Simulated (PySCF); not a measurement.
V⁺ (vanadium, charge +1): UHF calculation

Configuration: [Ar] 3d3 4s1, high-spin 5F determinant (an excited configuration). Computed with PySCF 2.14 in aug-cc-pwCVTZ (10s9p7d4f3g, 127 functions), with the non-relativistic Hamiltonian (point nucleus).

* Total energy: -942.683815 hartree
* One-electron energy: -1288.2260 hartree
* Hartree (Coulomb) energy: 389.6797 hartree
* Exchange energy: -44.1375 hartree
* Kinetic energy: 942.69579 hartree
* ⟨S²⟩: 6.0025
* ⟨L²⟩: 12.035
* Sum of ⟨r⟩: 17.53 bohr
* Sum of ⟨r²⟩: 28.08 bohr²
* Density at the nucleus (Gaussians lack the cusp): 8120 bohr⁻³
* Spin density at the nucleus: 3.05 bohr⁻³
* Langevin diamagnetic susceptibility: -22.2 ×10⁻⁶ cm³/mol

| shell | electrons | mean orbital energy (eV) | rms radius, mean of both spins (bohr) |
| --- | --- | --- | --- |
| 1s α | 1 | -5490.7 | 0.0776 |
| 1s β | 1 | -5490.6 | 0.0776 |
| 2s α | 1 | -657.94 | 0.335 |
| 2s β | 1 | -656.17 | 0.335 |
| 2p α | 3 | -553.08 | 0.304 |
| 2p β | 3 | -551.43 | 0.304 |
| 3s α | 1 | -97.009 | 1.03 |
| 3s β | 1 | -90.889 | 1.03 |
| 3p α | 3 | -65.967 | 1.11 |
| 3p β | 3 | -58.737 | 1.11 |
| 3d α | 3 | -21.507 | 1.48 |
| 4s α | 1 | -13.603 | 3.35 |

Spin-orbit constants ζ (cm⁻¹) from the X2C one-electron operator on these orbitals (non-relativistic here): bare nucleus, nucleus screened by l(l+1)(2l+1)/3 electrons, and screened by the Breit-Pauli mean field of the electrons.

| shell | bare | screened nucleus | mean field |
| --- | --- | --- | --- |
| 2p | 39460 | 36030 | n/a |
| 3p | 4394 | 4012 | n/a |
| 3d | 357.6 | 202.1 | n/a |

To first order the Landé constant is A = 50.53 cm⁻¹, so the lowest level has J = 1 and lies 0.0501 eV below the centre of the term. This holds in LS coupling only.
